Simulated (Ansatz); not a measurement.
`F[Si@@H](Cl)[Si@@H](F)Cl` + H–F → `F[SiH](F)Cl` + `F[SiH2]Cl` at 400 K and 1 bar (cleavage of the Si–Si bond).

Program: Ansatz. Geometries: PBE0-D4/def2-TZVP. ΔE: electronic, gas phase. CCSD(T)/CBS is the MP2 limit (def2-TZVPP, def2-QZVPP) plus CCSD(T) − MP2 in def2-TZVPP, frozen cores. This one scheme is used for every species. One conformer a species, not always the lowest.

| species | CCSD(T)/CBS energy (Eh) | H − E (kJ/mol) | S (J/(mol·K)) |
| --- | --- | --- | --- |
| `F[Si@@H](Cl)[Si@@H](F)Cl` | -1698.73389 | 110.2 | 429.6 |
| H–F | -100.39570 | 36.5 | 182.2 |
| `F[SiH](F)Cl` | -949.23245 | 65.7 | 320.7 |
| `F[SiH2]Cl` | -849.96195 | 76.1 | 299.2 |

H − E and S are ideal-gas, rigid-rotor, harmonic terms from PBE0-D4/def2-TZVP, for one conformer and one mirror image of each species. 1 Eh = 2625.50 kJ/mol, R = 8.31446 J/(mol·K).

By hand: ΔE, ΔH, ΔS and ΔG.

ΔE = (-949.23245) + (-849.96195) − (-1698.73389) − (-100.39570) = -0.06481 Eh = -170.2 kJ/mol. Δ(H − E) = 65.7 + 76.1 − 110.2 − 36.5 = -4.9, so ΔH = -175.1 kJ/mol. ΔS = 320.7 + 299.2 − 429.6 − 182.2 = 8.1 J/(mol·K). ΔG = -175.1 − 400 × (8.1)/1000 = -178.3 kJ/mol.

By hand: the equilibrium constant, and the temperature at which ΔG would vanish if ΔH and ΔS stayed fixed.

log₁₀ K = −ΔG/(RT ln 10) = 23.3. ΔH and −TΔS have one sign here, so there is no such temperature.

The number of gas molecules stays the same, so ΔS is small and ΔH decides. A doubt of 5 kJ/mol in ΔE shifts log₁₀ K by 0.7 here. Other conformers and mirror images would add mixing entropy, several J/(mol·K) or more a flexible species. Modes under 60 cm⁻¹, often nearly free rotors, make the harmonic entropy too high. These are equilibria of isolated gas molecules and say nothing of rates. Largest T1 diagnostic: 0.011 (customary marks: 0.02 for closed shells, 0.045 for open ones).

ΔS is within the doubt of such terms, so its sign, and with it that verdict, could turn.
